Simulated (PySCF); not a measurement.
6-fluoroindole, C₈H₆FN.
Geometry (GFN2-xTB, Å), atoms numbered from 1 in this order:
```
atom  x, y, z in Å
F1    -3.241    1.231    0.305
C2    -2.046    0.614    0.149
C3    -2.046   -0.733   -0.218
C4    -0.854   -1.399   -0.388
C5     0.340   -0.705   -0.188
C6     1.716   -1.060   -0.273
C7     2.433    0.054    0.034
N8     1.586    1.094    0.309
C9     0.300    0.663    0.183
C10   -0.898    1.344    0.358
H11   -2.992   -1.229   -0.363
H12   -0.841   -2.440   -0.670
H13    2.109   -2.022   -0.531
H14    3.497    0.191    0.079
H15    1.870    2.024    0.563
H16   -0.943    2.384    0.640
```

A PySCF run (density fitting, gas phase, GFN2-xTB geometry) gave HOMO -7.81 eV, LUMO 1.18 eV, dipole 3.05 D.

**Question.** Which of these levels was it?
A. PBE0/6-31G
B. wB97X/3-21G
C. wB97X-D/pcSseg-1
D. PBE0/def2-SVPD

**Answer.** C. It is wB97X-D/pcSseg-1. All candidates on this geometry:

```
            level and settings                    kind  basis functions  SCF cycles     E (Eh)  HOMO (eV)  LUMO (eV)  dipole (D)
                PBE0/def2-SVPD           global hybrid              251          14  -462.2322      -6.11      -0.54        3.05
PBE0/6-31G, level shift 0.2 Eh           global hybrid              102          13  -462.4274      -5.87      -0.10        3.19
              wB97X-D/pcSseg-1  range-separated hybrid              200          14  -462.8451      -7.81       1.18        3.05
                   wB97X/3-21G  range-separated hybrid              102          14  -460.3994      -7.89       1.99        2.98
```

The nearest other candidate, by the summed differences of HOMO and LUMO, is wB97X/3-21G: its HOMO differs by -0.08 eV and its LUMO by +0.81 eV. wB97X-D ran without the empirical dispersion term, which would shift the total energy alone. Cycle counts include a coarse-grid stage where the run had one.
